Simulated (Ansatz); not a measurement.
`C/C=C\BCl` → B• + 3 C• + Cl• + 6 H•  (atomization)

Gas-phase electronic energies from Ansatz, PBE0-D4/def2-TZVP geometries. CBS: MP2 limit from def2 TZ/QZ plus the TZ coupled-cluster correction, frozen cores. This one scheme is used for every species, atoms too. Open shells (•) are unrestricted, without spin–orbit coupling. Spin–orbit coupling would lower the free atoms: a little for B, C, Cl. One conformer a species, not always the lowest.

```
    species  MP2/CBS(def2) energy (Eh)
`C/C=C\BCl`                 -602.27509
         B•                  -24.58226
         C•                  -37.76950
        Cl•                 -459.68032
         H•                   -0.50000
```

(1) Work out ΔE.

Largest T1 diagnostic among the species: 0.014.

Results:

(1) ΔE = 6 × (-0.50000) + 3 × (-37.76950) + (-24.58226) + (-459.68032) − (-602.27509) = 1.70401 Eh = +1069.3 kcal/mol. CCSD(T)/CBS gives +1050.6 kcal/mol.

In def2-TZVPP, CCSD(T) changes the Hartree–Fock value by +221.0 kcal/mol (the triples alone add +14.9 kcal/mol) and MP2 by +239.6 kcal/mol; breaking electron pairs costs correlation energy, which Hartree–Fock lacks. From PBE to PBE0 (25 % exact exchange), in def2-TZVPP and without D4, ΔE moves by −13.6 kcal/mol: exact exchange takes away binding that semilocal exchange gives to molecules. The D4 term adds +8.0 kcal/mol with B3LYP and +4.2 kcal/mol with PBE0; it sums over pairs of atoms, weighted by their polarisabilities, and B3LYP, whose exchange is more repulsive, gets the larger term.

B3LYP here is the variant with VWN-RPA as its local correlation; programs differ in this.

For atomizations the MP2-based limit and the directly extrapolated one differ by several kJ/mol either way, and by 10 to 25 for some Ge, Se and Sn compounds, so smaller differences from it don't rank the levels.
